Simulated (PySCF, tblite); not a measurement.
Isomers of [C4H8O2P]- (charge -1), one GFN2-xTB conformer each. Single-point energies are computed at PBE0/pcSseg-1 (PySCF, gas phase, no added dispersion term), electronic only.

| SMILES | GFN2-xTB relative energy (kcal/mol) |
| --- | --- |
| C=C[P@](=O)([O-])CC | 8.9 |
| C[P@](=O)([O-])C1CC1 | 0.0 |

Conformers: `[CH2:1]=[CH:2][P@:3](=[O:4])([O-:5])[CH2:6][CH3:7]` (charge -1) with C1–C2–P3–O4 9°, C2–P3–C6–C7 180°; `[CH3:1][P@:2](=[O:3])([O-:4])[CH:5]1[CH2:6][CH2:7]1` (charge -1) with C1–P2–C5–C6 -87°.

Task: What does PBE0/pcSseg-1 give for the same structures?

Result: 
```json
{"SMILES": "C[P@](=O)([O-])C1CC1", "PBE0/pcSseg-1 E (Eh)": "-648.59362", "PBE0/pcSseg-1 (kcal/mol)": "0.0", "GFN2-xTB (kcal/mol)": "0.0", "point group": "C1"}
{"SMILES": "C=C[P@](=O)([O-])CC", "PBE0/pcSseg-1 E (Eh)": "-648.59182", "PBE0/pcSseg-1 (kcal/mol)": "1.1", "GFN2-xTB (kcal/mol)": "8.9", "point group": "C1"}
```

Both levels put the same isomer lowest. As drawn, the lower has a three-membered ring, which the higher lacks. Neighbours under 5.0 kcal/mol apart (C[P@](=O)([O-])C1CC1 and C=C[P@](=O)([O-])CC) can change places with a better method, another conformer or zero-point energy.

Task: What happens when harmonic zero-point energies from GFN2-xTB frequencies are added?

Result: 
```
              SMILES  ZPE (kcal/mol)  electronic (kcal/mol)  with ZPE (kcal/mol)
C[P@](=O)([O-])C1CC1            72.1                    0.0                  0.0
 C=C[P@](=O)([O-])CC            71.3                    1.1                  0.3
```

The zero-point energies span 0.8 kcal/mol. The order is unchanged.
